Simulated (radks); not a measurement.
All-electron atom: neutral samarium in [Xe] 4f6 6s2 (the NIST ground configuration).

Calculated with a radial shooting solver on a logarithmic mesh with Libxc functionals: scalar-relativistic Kohn-Sham, AM05, spin-unpolarised, spherical densities, point nucleus.

Energy parts (hartree):
| part | energy |
|---|---|
| total | -10420.2762 |
| kinetic | 11137.2525 |
| electron-nucleus | -25375.0031 |
| Hartree | 4045.7678 |
| exchange-correlation | -228.2935 |

Orbitals (lengths in bohr, moments of r in powers of bohr; <r^-3> diverges for s and p1/2):
orbital,occ.,eigenvalue (hartree),<r>,<r^2>,<r^-3>
1s,2,-1713.909,0.02275,0.0007056,-
2s,2,-280.1105,0.09706,0.01112,-
2p,6,-249.9349,0.08550,0.008924,10150
3s,2,-61.35319,0.2552,0.07439,-
3p,6,-51.92214,0.2535,0.07446,2099
3d,10,-39.14265,0.2310,0.06279,285.3
4s,2,-12.17475,0.5794,0.3790,-
4p,6,-9.07441,0.6135,0.4282,463.9
4d,10,-4.72637,0.6709,0.5227,52.21
4f,6,-0.09285,1.017,1.464,6.148
5s,2,-1.59115,1.409,2.235,-
5p,6,-0.85389,1.660,3.138,61.17
6s,2,-0.12994,4.312,21.15,-

The highest occupied level is 4f at -2.526 eV. The density falls to 0.001 e/bohr^3 at r = 5.28 bohr.
